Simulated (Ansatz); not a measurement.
`O[SiH]1NCS1`, charge 0, multiplicity 1.

Give a relaxed structure at PBE0-D4/def2-TZVP (Ansatz 0.2.0). (Estimate.)

The calculation gave: 
Z-matrix (Å, degrees):
```
Si
N 1 1.709
O 1 1.634 2 118.4
S 1 2.135 2 82.1 3 -118.2
H 1 1.479 2 118.5 3 123.9
C 2 1.451 1 101.4 3 122.9
H 2 1.005 1 134.6 3 -81.6
H 3 0.960 1 116.2 2 -50.6
H 6 1.093 2 113.8 1 110.8
H 6 1.094 2 113.8 1 -122.7
```
This is one stationary point; other conformers may exist.
